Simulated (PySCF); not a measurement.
**Excitation energy of Te+ by level of theory**

Te+ [Kr] 4d10 5s2 5p3 (4S) → Te+ [Kr] 4d10 5s2 5p2 6s1 (4P), as a difference of total energies. Computed with PySCF 2.14 in x2c-TZVPPall with one added diffuse shell each of s, p, d, f type (9s7p5d3f, 76 functions), with the spin-free X2C one-electron Hamiltonian (Gaussian nucleus). Correlated levels: valence: [Kr] 4d10 frozen; valence and next inner shell: [Ar] 3d10 frozen. The calculations carry no spin-orbit coupling.

| method | excitation energy (cm⁻¹) |
| --- | --- |
| UHF | 82657 |
| LDA | 80840 |
| PBE | 80147 |
| PBE0 | 82034 |
| r2SCAN | 84148 |
| HSE06 | 81631 |
| LC-wPBE | 84610 |
| TPSSh | 82319 |
| wB97M-V | 82061 |
| MP2 (valence) | 83134 |
| SCS-MP2 (valence) | 82971 |
| MP2 (valence and next inner shell) | 83671 |
| SCS-MP2 (valence and next inner shell) | 83221 |

A first-order spin-orbit estimate (lowest level to lowest level, LS coupling) adds -0.480 eV.

The promoted electron is Rydberg-like, and one or two diffuse shells describe it only roughly, which tends to raise the upper state.
